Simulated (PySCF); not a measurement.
## Electron correlation in I⁺ (iodine, charge +1)

[Kr] 4d10 5s2 5p4, high-spin 3P determinant. All numbers are calculated (PySCF 2.14, scalar relativity through the core potential, in aug-cc-pVQZ-PP with ECP28MDF). Frozen: 4s2 4p6 4d10; 6 electrons correlated.

```json
{"level": "CCSD", "correlation energy (mhartree)": "-115.65"}
{"level": "(T)", "correlation energy (mhartree)": "-3.66"}
{"level": "CCSD(T)", "correlation energy (mhartree)": "-119.31"}
```

Diagnostics: T1 = 0.0080, D1 = 0.0233, largest double amplitude 0.030.

Cost of the coupled-cluster step: roughly 10 core-seconds, for 6 correlated electrons.

Iterations:

```
CC2 = 0
CCSD nocc = (np.int64(4), np.int64(2)), nmo = (83, 83)
frozen orbitals [[0, 1, 2, 3, 4, 5, 6, 7, 8], [0, 1, 2, 3, 4, 5, 6, 7, 8]]
max_cycle = 100
direct = 0
conv_tol = 1e-08
conv_tol_normt = 1e-06
diis_space = 8
diis_start_cycle = 0
Init t2, MP2 energy = -0.0992597244514373
Init E_corr(UCCSD) = -0.0992597244536046
cycle = 1  E_corr(UCCSD) = -0.111716917918749  dE = -0.0124571935  norm(t1,t2) = 0.038929
cycle = 2  E_corr(UCCSD) = -0.114447391977995  dE = -0.00273047406  norm(t1,t2) = 0.0127424
cycle = 3  E_corr(UCCSD) = -0.115688039217284  dE = -0.00124064724  norm(t1,t2) = 0.00511727
cycle = 4  E_corr(UCCSD) = -0.115654389452928  dE = 3.36497644e-05  norm(t1,t2) = 0.000652591
cycle = 5  E_corr(UCCSD) = -0.115650887590743  dE = 3.50186219e-06  norm(t1,t2) = 0.000113969
cycle = 6  E_corr(UCCSD) = -0.115652194029495  dE = -1.30643875e-06  norm(t1,t2) = 3.5128e-05
cycle = 7  E_corr(UCCSD) = -0.115652264686374  dE = -7.06568795e-08  norm(t1,t2) = 7.96711e-06
cycle = 8  E_corr(UCCSD) = -0.11565227166218  dE = -6.97580613e-09  norm(t1,t2) = 1.69986e-06
cycle = 9  E_corr(UCCSD) = -0.115652268133906  dE = 3.5282743e-09  norm(t1,t2) = 5.14644e-07
UCCSD converged
E(UCCSD) = -294.4276731641074  E_corr = -0.1156522681339061
UCCSD(T) correction = -0.00366299501121094
```
